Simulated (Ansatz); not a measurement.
Energy difference R1 → P1 + 2 P2, each structure at its B3LYP-D3(BJ)/def2-TZVP stationary point, reached from a drawn start (curvature not checked).
R1, F4Hg (SMILES [F][Hg]([F])([F])[F]) (charge 0, multiplicity 1):
```xyz
5

Hg     0.00000     0.00000     0.00000
F      1.91065     0.00000     0.00000
F     -1.91065     0.00000     0.00000
F      0.00000     1.91065     0.00000
F      0.00000    -1.91065     0.00000
```
P1, F2Hg (SMILES [F][Hg][F]) (charge 0, multiplicity 1):
```xyz
3

Hg     0.00000     0.00000     0.00000
F      1.93493     0.00000     0.00000
F     -1.93493     0.00000     0.00000
```
P2: F atom, charge 0, multiplicity 2.

P less R. No zero-point or thermal terms; singlets are restricted closed shells; open shells are unrestricted; no spin–orbit coupling. The spin states of the d-block species are the ones drawn and need not be the lowest.

Correlated levels freeze the cores.

Programs: Ansatz (Gaussian basis) for Hartree–Fock, density functionals and correlated methods. All values are computed, each at the level named. Elements past Kr take the def2 small-core potentials, without spin–orbit coupling.

Total energies in hartree:

```
structure  PBE/def2-TZVPP  r2SCAN/def2-TZVPP  CCSD(T)/def2-QZVPP
---------  --------------  -----------------  ------------------
R1            -552.567069        -552.803760         -551.852442
P1            -353.112721        -353.246580         -352.488625
P2             -99.669123         -99.727635          -99.651180
```

Work out the reaction energy at each level in kJ/mol (1 hartree = 2625.49964 kJ/mol), and say how far PBE/def2-TZVPP lies from CCSD(T)/def2-QZVPP.


- PBE/def2-TZVPP: 2 × (-99.669123) + (-353.112721) − (-552.567069) = 0.116102 hartree = 304.8 kJ/mol
- r2SCAN/def2-TZVPP: 2 × (-99.727635) + (-353.246580) − (-552.803760) = 0.101910 hartree = 267.6 kJ/mol
- CCSD(T)/def2-QZVPP: 2 × (-99.651180) + (-352.488625) − (-551.852442) = 0.061457 hartree = 161.4 kJ/mol
PBE/def2-TZVPP less CCSD(T)/def2-QZVPP: 143.4 kJ/mol. CCSD(T)/def2-QZVPP is the level counted from, the highest shown, and no exact or measured value.

Ansatz is an electronic-structure program.
